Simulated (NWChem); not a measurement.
System: AlH$_{2}$SOF; SMILES [OH][Al]([F])[SH]

```xyz
6

Al    -0.0177    -0.4420     0.0000
F     -1.4318    -1.3108     0.0000
O      1.4896    -1.2023     0.0000
H      1.6570    -2.1458     0.0000
S     -0.1063     1.7187     0.0000
H      1.2437     1.8084     0.0000
```
Atoms are numbered in this order, from 1.

Program: NWChem. Pople sets run with spherical d functions. All runs use the structure optimised with PBE0/def2-SVP.

### Question
Taking Hartree-Fock/6-311++G** as the yardstick, which of these has the fewest basis functions while keeping “highest occupied level (eV)” within 0.2 eV of it: Hartree-Fock/STO-3G; Hartree-Fock/3-21G; Hartree-Fock/6-31G*; Hartree-Fock/6-311G**; Hartree-Fock/6-31+G*?

### Answer
Hartree-Fock/3-21G.
| level | basis functions | highest occupied level (eV) |
|---|---|---|
| Hartree-Fock/STO-3G | 30 | -6.93 |
| Hartree-Fock/3-21G | 48 | -10.89 |
| Hartree-Fock/6-31G* | 68 | -10.70 |
| Hartree-Fock/6-31+G* | 84 | -10.79 |
| Hartree-Fock/6-311G** | 100 | -10.76 |
| Hartree-Fock/6-311++G** | 118 | -10.80 |

The yardstick is one finite set, not the basis-set limit.
